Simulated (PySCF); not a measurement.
A structure optimised at PBE-D3(BJ)/def2-SVP, used in a PySCF frequency run:

```xyz
13

C      1.4910     1.2357     0.8214
C      0.8950     0.0276     0.0911
N      0.8115    -1.1236     0.9951
Si    -0.8765     0.4130    -0.4589
F     -1.5310    -0.9942    -1.0179
H      0.9028     1.4773     1.7306
H      2.5320     1.0233     1.1493
H      1.5317     2.1345     0.1721
H      1.5057    -0.1502    -0.8355
H      0.4410    -1.9413     0.4944
H      1.7503    -1.3881     1.3256
H     -1.7114     0.8872     0.6947
H     -0.8991     1.4087    -1.5865
```
Charge 0, spin multiplicity 1.

Write its SMILES and formula.

C[C@@H](N)[SiH2]F, C2H8FNSi

What are its rotational constants (standard atomic weights)?

6.3894, 2.5901, 2.0003 GHz
